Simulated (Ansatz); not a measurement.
OH⁻ ··· AsH3

The pair of OH⁻ (SMILES [OH-], atoms 1–2) and AsH3 (SMILES [AsH3], atoms 3–6), both closed shells, in one local arrangement (a lower one may exist), relaxed at PBE0-D4/def2-TZVPD:

O1  (0.049, -0.127, -1.655)
H2  (0.702, 0.477, -2.020)
As3  (0.228, 0.266, 0.500)
H4  (-1.287, 0.394, 0.427)
H5  (0.284, -1.251, 0.594)
H6  (0.025, 0.241, 2.154)
(Å)

Computed with Ansatz 0.2.0 (basis: def2-TZVPPD, with def2-QZVPPD for the basis limit); correlated methods freeze the cores. Filled d shells of the heavier atoms are correlated. The def2 sets are not built for correlating such inner shells, so the correlated values are less sure here. B3LYP uses VWN-RPA correlation. Extrapolation: Hartree–Fock as exp(−7.88 √X), correlation as X^−2.97. Interaction energies count from these two fragments, frozen as in the pair, with the counterpoise correction; negative means bound.

(1) What is the interaction energy by CCSD(T) at an estimated basis limit (MP2 extrapolated from triple and quadruple zeta, plus CCSD(T) − MP2 in triple zeta)? (An estimate is asked for; the value comes from the calculation.)

(2) Which atoms make the shortest contact between the fragments?

T1 diagnostic: at most 0.026.

Results:

(1) Computed: -22.69 kcal/mol. Hartree–Fock alone gives -20.80 kcal/mol at the basis limit. It counts from the two fragments frozen as in the pair.

The same quantity by other methods in triple zeta, and each one's difference from that estimate:
| method | E_int (kcal/mol) | difference |
| --- | --- | --- |
| PBE-D4 | -24.87 | -2.19 |
| revPBE-D4 | -24.46 | -1.77 |
| BLYP-D4 | -22.02 | 0.67 |
| r2SCAN-D4 | -25.74 | -3.05 |
| B97M-V | -26.06 | -3.37 |
| PBE0-D4 | -25.97 | -3.28 |
| B3LYP-D4 | -23.40 | -0.72 |
| HSE06-D4 | -26.09 | -3.40 |
| wB97X-V | -23.62 | -0.93 |
| wB97M-V | -23.69 | -1.01 |
| B2PLYP | -21.19 | 1.50 |
| HF | -20.15 | 2.53 |
| MP2 | -20.84 | 1.85 |
| CCSD | -20.33 | 2.36 |
| CCSD(T) | -20.86 | 1.83 |
Differences are method less estimate.

(2) O1 and As3, 2.20 Å apart.

Energy to bend the free fragments (PBE0-D4 minima) into their shapes in the pair, CCSD(T)/def2-TZVPPD: OH⁻ 0.01 kcal/mol; AsH3 5.10 kcal/mol. This must be added to the interaction energy to get the binding energy from relaxed fragments.

Basis-set superposition shift (counterpoise-corrected less uncorrected): CCSD(T) 1.77; MP2 1.81; HF 0.15; PBE0-D4 0.23; wB97M-V 0.23 kcal/mol.

For scale, one of the runs: CCSD(T)/def2-TZVPPD, 162 basis functions (an equivalent command: `ansatz run in.yaml --threads 2`). The run took 13 s on 2 CPU threads (shared host), with 1.3 GiB of host memory at its peak.
